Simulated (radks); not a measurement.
Results of a calculation; reference values are marked as such.
Task: These are the eigenvalues of the occupied orbitals of an atom or ion with whole-number occupations (Ry). Code: a radial shooting solver on a logarithmic mesh with Libxc functionals. Model: non-relativistic Kohn-Sham, PBE, spin-polarised, spherical densities, point nucleus.

| orbital | eigenvalue |
|---|---|
| 1s | -22.66841 |
| 2s | -2.96647 |

Which element is it, and in what charge state? The configuration may be excited. Open shells, if any, are filled with parallel spins first.

Result: Z = 6, carbon, charge +2: C2+ in [He] 2s2. The 1s level, -11.334 hartree, gives Z - s = 4.8 by -(Z - s)^2/2, which with screening narrows Z to a few neighbours, and with so few levels the electron count can be read from the list.
